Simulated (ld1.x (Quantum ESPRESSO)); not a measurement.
## PBE RRKJ dataset for Al (Z = 13), scalar-relativistic all-electron reference.

ld1.x (Quantum ESPRESSO) 7.5 was run on this input:

```
&input
   title='Al', zed=13., rel=1, dft='PBE', iswitch=3,
   config='[Ne] 3s1 3p0 3d-2',
   nld=3, rlderiv=1.95, eminld=-4.0, emaxld=5.0, deld=0.02
 /
 &inputp
   pseudotype=2, tm=.false., lloc=0,
   nlcc=.false.,
   file_pseudopw='Al.UPF', file_wfcaegen='ae.wfc', file_wfcncgen='nc.wfc', file_beta='beta', file_chi='chi'
 /
3
3P  2  1   0.00   0.00  1.45  1.45  0.0
3D  3  2  -2.00  -0.15  1.80  1.80  0.0
3S  1  0   1.00   0.00  1.75  1.75  0.0
 &test
   configts(1)='3s1 3p0'
 /
```

Command:

```bash
ld1.x < Al.in > Al.out
```

Resulting log (shortened: banner, matrices, multipoles, cross overlaps and the repeated all-electron block are left out):

```
Program LD1 v.7.5
     --------------------------- All-electron run ----------------------------

     Al
     scalar relativistic calculation

     atomic number is 13.00
     dft =PBE   lsd =0 sic =0 latt =0  beta=0.20 tr2=1.0E-14
     Exchange-correlation= PBE
                           (   1   4   3   4   0   0   0)
     mesh =1135 r(mesh) = 100.48924 a.u. xmin = -7.00 dx = 0.01250
     1 Ry =  13.60569312 eV, c = 137.03599908

     n l     nl                  e(Ry)          e(Ha)          e(eV)
     1 0     1S 1( 2.00)      -112.6214       -56.3107     -1532.2921
     2 0     2S 1( 2.00)        -9.4642        -4.7321      -128.7673
     2 1     2P 1( 6.00)        -6.6341        -3.3170       -90.2612
     3 0     3S 1( 1.00)        -1.7454        -0.8727       -23.7479
     3 1     3P 1( 0.00)        -1.2644        -0.6322       -17.2030

     final scf error:  6.7E-15 reached in  20 iterations

     Etot =    -483.533964 Ry,    -241.766982 Ha,   -6578.814728 eV

     Ekin =     484.486845 Ry,     242.243422 Ha,    6591.779333 eV
     Encl =   -1140.296553 Ry,    -570.148276 Ha,  -15514.524966 eV
     Eh   =     208.231495 Ry,     104.115747 Ha,    2833.133813 eV
     Exc  =     -35.955751 Ry,     -17.977875 Ha,    -489.202909 eV

     normalization and overlap integrals

     s(1S/1S) =  1.000000  <r> =   0.1202  <r2> =    0.0195  r(max) =   0.0779
     s(2S/2S) =  1.000000  <r> =   0.6248  <r2> =    0.4678  r(max) =   0.4954
     s(2P/2P) =  1.000000  <r> =   0.6009  <r2> =    0.4582  r(max) =   0.4264
     s(3S/3S) =  1.000000  <r> =   2.2041  <r2> =    5.5666  r(max) =   1.9109
     s(3P/3P) =  1.000000  <r> =   2.5602  <r2> =    7.5736  r(max) =   2.1925

     ------------------------ End of All-electron run ------------------------

     --------------------- Generating NC pseudopotential ---------------------

      Generating local pot.: lloc=0, matching radius rcloc =   1.7500

      Wfc   3P  rcut= 1.433  Estimated cut-off energy=       81.45 Ry
      This function has    0 nodes for 0 < r <    1.433

      Wfc   3D  rcut= 1.795  Estimated cut-off energy=       70.72 Ry
      This function has    0 nodes for 0 < r <    1.795

     ------------------- End of pseudopotential generation -------------------

     Computing logarithmic derivative in   1.94706
     Computing logarithmic derivative in   1.94706
     Computing the partial wave expansion
       no projector for channel:   0
     R is outside the sphere for l=    1 j= 0.00
     R is outside the sphere for l=    2 j= 0.00

     ---------------------- Testing the pseudopotential ----------------------

     Al
     scalar relativistic calculation

     atomic number is 13.00   valence charge is  3.00
     dft =PBE   lsd =0 sic =0 latt =0  beta=0.20 tr2=1.0E-14
     mesh =1135 r(mesh) = 100.48924 xmin = -7.00 dx = 0.01250

     n l     nl             e AE (Ry)        e PS (Ry)    De AE-PS (Ry)
     1 0     3S   1( 1.00)       -1.74543       -1.74544        0.00000
     2 1     3P   1( 0.00)       -1.26440       -1.26440       -0.00000

     eps = 2.9E-17  iter = 12

     Etot =    -483.533964 Ry,    -241.766982 Ha,   -6578.814728 eV
     Etotps =    -2.047582 Ry,      -1.023791 Ha,     -27.858768 eV

     Ekin =       0.507159 Ry,       0.253579 Ha,       6.900248 eV
     Encl =      -2.592360 Ry,      -1.296180 Ha,     -35.270855 eV
     Ehrt =       0.406635 Ry,       0.203318 Ha,       5.532556 eV
     Ecxc =      -0.369016 Ry,      -0.184508 Ha,      -5.020717 eV

     ---------------------- End of pseudopotential test ----------------------
```

Generation and configuration tests took about 0.89 s on one core of a shared server CPU.

Transferability test of the new file with ld1.x, input:

```
&input
   title='Al', zed=13., rel=1, dft='PBE', iswitch=2,
   config='[Ne] 3s1 3p0 3d-2'
 /
 &test
   file_pseudo='Al.UPF', nconf=8,
   configts(1)='3s1 3p0',
   configts(2)='3s2 3p1',
   configts(3)='3s2 3p0',
   configts(4)='3s2 3p0.5',
   configts(5)='3s0 3p3',
   configts(6)='3s1 3p1',
   configts(7)='3s2 3p1.3',
   configts(8)='3s1 3p2'
 /
```

```bash
ld1.x < Al.test.in > Al.test.out
```

Pseudopotential blocks of its output, shortened (energy terms left out):

```
     ---------------------- Testing the pseudopotential ----------------------

     n l     nl             e AE (Ry)        e PS (Ry)    De AE-PS (Ry)
     1 0     3S   1( 1.00)       -1.74543       -1.74544        0.00000
     2 1     3P   1( 0.00)       -1.26440       -1.26440       -0.00000

     eps = 6.5E-15  iter = 12

     Etot =    -483.533964 Ry,    -241.766982 Ha,   -6578.814726 eV
     Etotps =    -2.047582 Ry,      -1.023791 Ha,     -27.858769 eV

     ---------------------- End of pseudopotential test ----------------------

          ---------------------- Testing the pseudopotential ----------------------

     n l     nl             e AE (Ry)        e PS (Ry)    De AE-PS (Ry)
     1 0     3S   1( 2.00)       -0.56982       -0.57148        0.00166
     2 1     3P   1( 1.00)       -0.19934       -0.19948        0.00014

     eps = 9.5E-15  iter = 29

     Etot =    -485.370441 Ry,    -242.685221 Ha,   -6603.801276 eV
     Etotps =    -3.888060 Ry,      -1.944030 Ha,     -52.899754 eV
     dEtot_ae =      -1.836478 Ry
     dEtot_ps =      -1.840478 Ry,   Delta E=       0.004001 Ry

     ---------------------- End of pseudopotential test ----------------------

          ---------------------- Testing the pseudopotential ----------------------

     n l     nl             e AE (Ry)        e PS (Ry)    De AE-PS (Ry)
     1 0     3S   1( 2.00)       -1.08854       -1.09248        0.00394
     2 1     3P   1( 0.00)       -0.66543       -0.66589        0.00046

     eps = 1.3E-15  iter = 15

     Etot =    -484.946999 Ry,    -242.473499 Ha,   -6598.040044 eV
     Etotps =    -3.464104 Ry,      -1.732052 Ha,     -47.131541 eV
     dEtot_ae =      -1.413035 Ry
     dEtot_ps =      -1.416523 Ry,   Delta E=       0.003488 Ry

     ---------------------- End of pseudopotential test ----------------------

          ---------------------- Testing the pseudopotential ----------------------

     n l     nl             e AE (Ry)        e PS (Ry)    De AE-PS (Ry)
     1 0     3S   1( 2.00)       -0.81538       -0.81806        0.00267
     2 1     3P   1( 0.50)       -0.41902       -0.41961        0.00059

     eps = 9.9E-15  iter = 22

     Etot =    -485.217152 Ry,    -242.608576 Ha,   -6601.715673 eV
     Etotps =    -3.734581 Ry,      -1.867290 Ha,     -50.811560 eV
     dEtot_ae =      -1.683189 Ry
     dEtot_ps =      -1.686999 Ry,   Delta E=       0.003811 Ry

     ---------------------- End of pseudopotential test ----------------------

          ---------------------- Testing the pseudopotential ----------------------

     n l     nl             e AE (Ry)        e PS (Ry)    De AE-PS (Ry)
     1 0     3S   1( 0.00)       -0.68211       -0.67486       -0.00724  !
     2 1     3P   1( 3.00)       -0.28605       -0.28575       -0.00030

     eps = 3.0E-15  iter = 23

     Etot =    -484.602331 Ry,    -242.301166 Ha,   -6593.350606 eV
     Etotps =    -3.123188 Ry,      -1.561594 Ha,     -42.493140 eV
     dEtot_ae =      -1.068367 Ry
     dEtot_ps =      -1.075606 Ry,   Delta E=       0.007239 Ry

     ---------------------- End of pseudopotential test ----------------------

          ---------------------- Testing the pseudopotential ----------------------

     n l     nl             e AE (Ry)        e PS (Ry)    De AE-PS (Ry)
     1 0     3S   1( 1.00)       -1.14736       -1.14804        0.00068
     2 1     3P   1( 1.00)       -0.71655       -0.71847        0.00191

     eps = 6.3E-15  iter = 16

     Etot =    -484.519974 Ry,    -242.259987 Ha,   -6592.230085 eV
     Etotps =    -3.035990 Ry,      -1.517995 Ha,     -41.306752 eV
     dEtot_ae =      -0.986011 Ry
     dEtot_ps =      -0.988409 Ry,   Delta E=       0.002398 Ry

     ---------------------- End of pseudopotential test ----------------------

          ---------------------- Testing the pseudopotential ----------------------

     n l     nl             e AE (Ry)        e PS (Ry)    De AE-PS (Ry)
     1 0     3S   1( 2.00)       -0.44077       -0.44203        0.00126
     2 1     3P   1( 1.30)       -0.08482       -0.08475       -0.00007

     eps = 7.2E-15  iter = 31

     Etot =    -485.412675 Ry,    -242.706338 Ha,   -6604.375895 eV
     Etotps =    -3.930303 Ry,      -1.965152 Ha,     -53.474502 eV
     dEtot_ae =      -1.878711 Ry
     dEtot_ps =      -1.882722 Ry,   Delta E=       0.004010 Ry

     ---------------------- End of pseudopotential test ----------------------

          ---------------------- Testing the pseudopotential ----------------------

     n l     nl             e AE (Ry)        e PS (Ry)    De AE-PS (Ry)
     1 0     3S   1( 1.00)       -0.63016       -0.62965       -0.00052
     2 1     3P   1( 2.00)       -0.24571       -0.24615        0.00044

     eps = 8.7E-15  iter = 27

     Etot =    -484.992719 Ry,    -242.496359 Ha,   -6598.662099 eV
     Etotps =    -3.509852 Ry,      -1.754926 Ha,     -47.753976 eV
     dEtot_ae =      -1.458755 Ry
     dEtot_ps =      -1.462271 Ry,   Delta E=       0.003516 Ry

     ---------------------- End of pseudopotential test ----------------------
```
